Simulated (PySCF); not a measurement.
All values below come from TPSSh-D3(BJ)/def2-TZVP // TPSS-D3(BJ)/def2-SVP run with PySCF. All species are isolated molecules in the gas phase. One relaxed conformer stands for a flexible species; it need not be the lowest. 

Reference species: [Ti(OH)4] (neutral, multiplicity 1).

The HOMO is -8.05 eV and the mean distance from the central atom to its bonded neighbours comes out as 1.808 Å. The HOMO–LUMO gap comes out as 6.26 eV.

Changed species: [Ti(OH)3(NH2)] (1 of 4 OH replaced by NH2; the reference has 0 of 4 OH replaced by NH2).

Q: Predict the effect on the HOMO, mean distance from the central atom to its bonded neighbours and HOMO–LUMO gap.

A: the HOMO rises by 1.45 eV, to -6.60 eV; the mean distance from the central atom to its bonded neighbours goes up by 0.023 Å, to 1.831 Å; the HOMO–LUMO gap drops by 1.34 eV, to 4.92 eV.
